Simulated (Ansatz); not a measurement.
One change: `BCBCC` becomes `BCBN`.

Ansatz, PBE0-D4/def2-TZVP geometries, multiplicity 1. Each molecule was computed in one conformer, which needn't be the lowest.

| property | `BCBCC` |
| --- | --- |
| LUMO energy (PBE0/def2-TZVPP) / eV | -1.62 |
| LUMO energy (B3LYP/def2-TZVPP) / eV | -1.84 |
| HOMO–LUMO gap (PBE/def2-TZVPP) / eV | 4.54 |
| HOMO–LUMO gap (ωB97M-V/def2-TZVPP) / eV | 11.07 |
| LUMO energy (ωB97M-V/def2-TZVPP) / eV | 0.29 |
| HOMO–LUMO gap (B3LYP/def2-TZVPP) / eV | 6.45 |

**Question.** What does the change do to each property? (Best estimate.)

**Answer.** Computed: 
```
                               property  `BCBN`  shift
     LUMO energy (PBE0/def2-TZVPP) / eV   -1.22   0.40
    LUMO energy (B3LYP/def2-TZVPP) / eV   -1.43   0.41
    HOMO–LUMO gap (PBE/def2-TZVPP) / eV    4.83   0.29
HOMO–LUMO gap (ωB97M-V/def2-TZVPP) / eV   11.39   0.32
  LUMO energy (ωB97M-V/def2-TZVPP) / eV    0.71   0.42
  HOMO–LUMO gap (B3LYP/def2-TZVPP) / eV    6.69   0.24
```

With PBE0 the HOMO rises by 0.13 eV and the LUMO rises by 0.40 eV, so the gap widens by about 0.27 eV. PBE moves the HOMO by 0.12 eV and ωB97M-V by 0.10 eV.

B3LYP here is the variant with VWN-RPA as its local correlation; programs differ in this.
